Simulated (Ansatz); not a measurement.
HfAg12. The state is a singlet with charge 0. Geometry r2SCAN-D4/def2-SVP, basis def2-TZVP, Ansatz.

```xyz
13

Hf    0.105   -0.126   -0.152
Ag    2.638   -1.455    0.120
Ag    2.469    1.300   -0.466
Ag    0.271   -2.543    1.209
Ag    1.723   -0.009    2.234
Ag   -0.990   -0.234    2.502
Ag   -2.465   -1.298    0.456
Ag    0.962    0.671   -2.775
Ag   -2.271    1.429    0.287
Ag   -0.874   -2.537   -1.372
Ag    0.437    2.262    1.409
Ag   -1.735    0.011   -2.230
Ag   -0.271    2.529   -1.223
```

```
run  HOMO (eV)  LUMO (eV)
  A      -4.66      -3.60
  B      -4.59      -3.84
  C      -5.00      -3.25
  D      -4.63      -3.99
```

In the def2 sets Ag, Hf take a core potential; there is no spin–orbit coupling. HSE06 is defined as in plane-wave codes, on full-range PBE exchange. Single mean-field runs in def2-TZVP are fitted with def2-universal-jkfit. No other spin state of charge 0 was run. Another isomer (singlet) lies 0.12 eV lower at PBE0-D4/def2-TZVP; other spin states weren't run for this one.

Question: The runs used HSE06, PBE, PBE0, r2SCAN. Estimate which is which.

Answer: A HSE06 (range-separated); B r2SCAN (0 % exact exchange); C PBE0 (25 % exact exchange); D PBE (0 % exact exchange). Exact exchange lowers occupied and raises empty levels; among semilocal functionals meta-GGAs tend to open the gap a little, and such runs are hard to tell apart. The gap grows from 0.64 eV (PBE) to 1.75 eV (PBE0). The restricted singlet is unstable towards broken spin symmetry in Hartree–Fock (as tested in another run); at HSE06-D4/def2-TZVP, r2SCAN-D4/def2-TZVP, PBE0-D4/def2-TZVP this wasn't settled.
